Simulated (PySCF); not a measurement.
# Electron correlation in Fe (iron, neutral)

[Ar] 3d6 4s2, high-spin 5D determinant. Calculation: PySCF 2.14, in aug-cc-pVDZ (7s6p4d2f, 59 functions); no relativity, point nucleus. Frozen: [Ar]; 8 electrons correlated.

MP2 pair energies summed by pair of shells (mhartree):

```csv
pair,energy,share (%)
3d-3d,-104.40,66.6
3d-4s,-30.49,19.4
4s-4s,-21.87,13.9
```

Total MP2 correlation energy: -156.76 mhartree.

Same-spin part -74.02 and opposite-spin part -82.74 mhartree; SCS-MP2 scales them by 1/3 and 6/5 to -123.96 mhartree.
